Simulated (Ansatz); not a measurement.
Calculated with Ansatz (gas phase, PBE0-D4/def2-TZVP geometries, no zero-point term in ΔE). CCSD(T)/CBS adds triple-zeta CCSD(T) − MP2 to the extrapolated MP2 energy (def2 sets, frozen cores). Functionals use def2-TZVPP. One conformer a species, not always the lowest.

Reaction (substitution at a C–Si bond): `CC[SiH2][SiH3]` + `CCC(C)C(=O)O` → `CCOC(=O)C(C)CC` + disilane

`CC[SiH2][SiH3]`:

Z-matrix (Å, degrees):
```
C
C 1 1.525
H 1 1.093 2 111.4
H 1 1.093 2 111.6 3 -119.8
H 1 1.093 2 111.5 3 120.1
Si 2 1.883 1 113.7 3 58.5
H 2 1.095 1 110.5 3 -179.7
H 2 1.095 1 110.4 3 -62.6
Si 6 2.342 2 111.8 1 59.9
H 6 1.492 2 109.8 1 -60.7
H 6 1.491 2 110.3 1 -179.1
H 9 1.490 6 110.4 2 57.9
H 9 1.489 6 111.2 2 -61.8
H 9 1.488 6 110.8 2 177.9
```

`CCC(C)C(=O)O`:

Cartesian coordinates in Å:
```
C -0.812 -0.115 1.902
C -0.955 0.303 0.449
C -0.017 -0.444 -0.497
C -0.224 -0.018 -1.948
C 1.427 -0.259 -0.107
O 2.206 -1.142 0.131
O 1.784 1.039 -0.061
H -0.991 -1.186 2.026
H -1.523 0.419 2.536
H 0.191 0.097 2.283
H -1.980 0.122 0.109
H -0.778 1.378 0.347
H -0.196 -1.519 -0.407
H -1.255 -0.219 -2.249
H 0.437 -0.564 -2.624
H -0.035 1.050 -2.070
H 2.720 1.056 0.181
```

`CCOC(=O)C(C)CC`:

```xyz
23

C    -2.223   -1.587   -1.750
C    -1.903   -0.176   -1.337
O    -0.863   -0.234   -0.356
C    -0.440    0.945    0.120
O    -0.891    2.000   -0.239
C     0.641    0.770    1.160
C     0.055    0.147    2.423
C     1.817   -0.044    0.625
C     2.452    0.555   -0.618
H    -3.016   -1.582   -2.501
H    -1.347   -2.077   -2.181
H    -2.563   -2.177   -0.898
H    -1.560    0.430   -2.180
H    -2.769    0.330   -0.904
H     0.980    1.786    1.384
H     0.821    0.088    3.201
H    -0.308   -0.863    2.224
H    -0.776    0.740    2.813
H     1.476   -1.063    0.419
H     2.562   -0.119    1.424
H     2.802    1.573   -0.433
H     3.308   -0.039   -0.947
H     1.743    0.598   -1.449
```

`[SiH3][SiH3]`:

Cartesian coordinates in Å:
```
Si 0.327 -0.816 0.771
Si -0.327 0.816 -0.771
H 0.361 -0.243 2.144
H -0.629 -1.955 0.754
H 1.683 -1.328 0.436
H 0.627 1.956 -0.751
H -1.685 1.325 -0.438
H -0.358 0.244 -2.144
```

```csv
level,ΔE (kcal/mol)
BHLYP,12.0
HF/CBS(def2),10.4
```

Q: What does CCSD(T)/CBS give? (Best estimate.)

A: The calculation gave: +14.0 kcal/mol. The listed levels differ from it by -2.0, -3.6 kcal/mol.

Largest T1 diagnostic among the species: 0.013.

Leaving LDA and LC-ωPBE aside and taking each functional with its dispersion term where it has one, the values, not all of them listed here, spread over 2.5 kcal/mol, from CAM-B3LYP-D4 to HSE06-D4. LDA lies −0.9 kcal/mol from PBE without D4. At CCSD(T), def2-SVP lies −3.9 kcal/mol from the extrapolated value and def2-TZVPP −0.8 kcal/mol.
